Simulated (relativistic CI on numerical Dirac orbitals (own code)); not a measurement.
# Tc⁹⁺: computed level list

Method of calculation: Dirac-Coulomb-Breit CI, KLI orbitals optimised for each configuration, model QED, unscaled Slater integrals (own radial code, finite nucleus).

Configurations in the expansion (outside the closed core [Ar] 3d10): 4s²4p⁴, 4s4p⁵, 4p⁶, 4s²4p³4d, 4s4p⁴4d, 4s²4p³4f, 4s4p⁴4f, 4p⁵4d, 4s²4p³5s, 4s²4p³5p, 4s4p³4d², 4s²4p²4d4f, 4p⁵5s, 4s²4p³5d, 4s4p⁴5s, 4p⁵4f, 4s4p³4d5s, 4s4p⁴5p, 4s²4p³6s, 4s²4p³5f, 4s²4p²4f5s, 4s²4p³6p, 4s²4p³5g, 4s²4p³6d, 4s4p⁴5d, 4s4p³5s², 4s²4p³7s, 4s²4p³6f, 4s²4p²4d², 4s²4p4d³, 4s4p²4d³, 4s²4p4d²4f, 4s4p²4d²4f, 4s²4p4d²5s, 4p⁴4d², 4p³4d³, 4p³4d²4f, 4p³4d²5s, 4s²4p²4d5s, 4s4p²4d²5s, 4s²4p4d4f5s, 4s4p²4d4f5s, 4s²4p4d5s², 4s²4p²5s², 4s4p²4d5s², 4s²4p4f5s², 4s4p²4f5s², 4p⁴4d5s, 4p³4d4f5s, 4p³4d5s². Double excitations out of closed p, d and f shells are left out; levels of such configurations are missing from the list, as are those of other unlisted configurations, and high levels can miss mixing partners. These lack a partner that the ground configuration has and come out too high: 4s²4p³5p, 4s²4p³5d, 4s4p⁴5p, 4s²4p³6s, 4s²4p³5f.

The lowest level is 4s²4p⁴ ³P2, with 85 % of that term; Hund's rules for 4s²4p⁴ give ³P with J = 2, in agreement.

| No. | Configuration | Term | J | E (cm⁻¹) | % | jj configuration (%) |
| --- | --- | --- | --- | --- | --- | --- |
| 1 | 4s²4p⁴ | ³P | 2 | 0 | 85 | 4p3/2^2 (91) |
| 2 | 4s²4p⁴ | ³P | 0 | 19404 | 76 | 4p3/2^2 (77) |
| 3 | 4s²4p⁴ | ³P | 1 | 24321 | 97 | 4p1/2 4p3/2^3 (97) |
| 4 | 4s²4p⁴ | ¹D | 2 | 41222 | 85 | 4p1/2 4p3/2^3 (91) |
| 5 | 4s²4p⁴ | ¹S | 0 | 84881 | 75 | 4p3/2^4 (77) |
| 6 | 4s4p⁵ | ³P° | 2 | 250937 | 83 | 4s 4p3/2^3 (83) |
| 7 | 4s4p⁵ | ³P° | 1 | 266057 | 78 | 4s 4p3/2^3 (45) |
| 8 | 4s4p⁵ | ³P° | 0 | 278294 | 82 | 4s 4p1/2 4p3/2^4 (82) |
| 9 | 4s4p⁵ | ¹P° | 1 | 322970 | 59 | 4s 4p1/2 4p3/2^4 (38) |
| 10 | 4p³(4S°)4d | ⁵D° | 0 | 347910 | 89 | 4p3/2 4d3/2 (47) |
| 11 | 4p³(4S°)4d | ⁵D° | 2 | 348372 | 82 | 4p3/2 4d3/2 (48) |
| 12 | 4p³(4S°)4d | ⁵D° | 3 | 348510 | 80 | 4p3/2 4d3/2 (31) |
| 13 | 4p³(4S°)4d | ⁵D° | 1 | 348774 | 91 | 4p1/2 4p3/2^2 4d3/2 (45) |
| 14 | 4p³(4S°)4d | ⁵D° | 4 | 351193 | 87 | 4p3/2 4d5/2 (49) |
| 15 | 4p³(2D°)4d | ³D° | 2 | 363468 | 45 | 4p3/2 4d5/2 (52) |
| 16 | 4p³(2D°)4d | ³D° | 3 | 373616 | 64 | 4p1/2 4p3/2^2 4d5/2 (75) |
| 17 | 4p³(2D°)4d | ³D° | 1 | 375654 | 93 | 4p1/2 4p3/2^2 4d5/2 (41) |
| 18 | 4p³(2D°)4d | ³F° | 2 | 378607 | 57 | 4p1/2 4p3/2^2 4d3/2 (77) |
| 19 | 4p³(2D°)4d | ¹S° | 0 | 379958 | 86 | 4p1/2 4p3/2^2 4d5/2 (41) |
| 20 | 4p³(2D°)4d | ³F° | 3 | 382635 | 67 | 4p1/2 4p3/2^2 4d3/2 (69) |
| 21 | 4p³(2D°)4d | ³F° | 4 | 388925 | 67 | 4p1/2 4p3/2^2 4d5/2 (62) |
| 22 | 4p³(2D°)4d | ³G° | 3 | 392972 | 70 | 4p1/2 4p3/2^2 4d3/2 (31) |
| 23 | 4p³(2D°)4d | ³F° | 4 | 397260 | 46 | 4p1/2 4p3/2^2 4d5/2 (62) |
| 24 | 4p³(2D°)4d | ³G° | 5 | 403527 | 97 | 4p1/2 4p3/2^2 4d5/2 (97) |
| 25 | 4p³(2D°)4d | ¹G° | 4 | 404780 | 74 | 4p1/2 4p3/2^2 4d3/2 (73) |
| 26 | 4p³(2P°)4d | ³D° | 1 | 413482 | 92 | 4p1/2 4p3/2^2 4d3/2 (32) |
| 27 | 4p³(2P°)4d | ¹D° | 2 | 415318 | 57 | 4p1/2 4p3/2^2 4d3/2 (61) |
| 28 | 4p³(2P°)4d | ³P° | 0 | 421110 | 83 | 4p1/2 4p3/2^2 4d5/2 (33) |
| 29 | 4p³(2P°)4d | ³P° | 1 | 422647 | 79 | 4p1/2 4p3/2^2 4d5/2 (24) |
| 30 | 4p³(2P°)4d | ³D° | 2 | 428280 | 72 | 4p1/2 4p3/2^2 4d5/2 (74) |
| 31 | 4p³(2P°)4d | ³F° | 3 | 430993 | 77 | 4p1/2 4p3/2^2 4d5/2 (48) |
| 32 | 4p³(2P°)4d | ³F° | 2 | 432498 | 68 | 4p3/2^3 4d3/2 (32) |
| 33 | 4p³(2P°)4d | ³D° | 3 | 439474 | 66 | 4p1/2 4p3/2^2 4d5/2 (61) |
| 34 | 4p³(2P°)4d | ³F° | 4 | 439765 | 67 | 4p3/2^3 4d5/2 (79) |
| 35 | 4p³(2P°)4d | ³P° | 2 | 443572 | 65 | 4p3/2^3 4d5/2 (68) |
| 36 | 4p³(2D°)4d | ³P° | 1 | 459000 | 33 | 4p1/2 4p3/2^2 4d3/2 (70) |
| 37 | 4p³(2D°)4d | ³P° | 2 | 460964 | 77 | 4p1/2 4p3/2^2 4d3/2 (42) |
| 38 | 4p³(2D°)4d | ³S° | 1 | 463782 | 62 | 4p1/2 4p3/2^2 4d5/2 (66) |
| 39 | 4p³(2P°)4d | ¹F° | 3 | 465396 | 57 | 4p3/2^3 4d5/2 (69) |
| 40 | 4p³(4S°)4d | ³D° | 3 | 475213 | 77 | 4p1/2 4p3/2^2 4d3/2 (47) |
| 41 | 4p³(2D°)4d | ³P° | 1 | 478432 | 52 | 4p3/2^3 4d5/2 (23) |
| 42 | 4p³(2D°)4d | ³P° | 0 | 481114 | 80 | 4p3/2^3 4d3/2 (51) |
| 43 | 4p³(4S°)4d | ³D° | 2 | 486419 | 60 | 4p1/2 4p3/2^2 4d5/2 (58) |
| 44 | 4p³(2P°)4d | ³D° | 1 | 494095 | 81 | 4p1/2 4p3/2^2 4d3/2 (35) |
| 45 | 4p³(2D°)4d | ¹D° | 2 | 503652 | 62 | 4p3/2^3 4d3/2 (49) |

Energies count from the lowest computed level; ° marks odd parity. Percentages are summed over parent terms; the parents shown are those of the largest component, closed shells are left out there. Filled j subshells are mostly left out of the jj labels.

The mean weight of the leading LS term, summed over parents, in these 45 levels is 73 %, and that of the leading jj configuration (from the same eigenvectors) 58 %, so LS coupling describes them better.

At this charge energies of transitions that change n are usually good to better than 1 %, and those within a shell (Δn = 0) to a few per cent.

LS names give the leading component of a level, which can be under half, so a name can repeat, a term be missing and a line seem to break the LS rules.
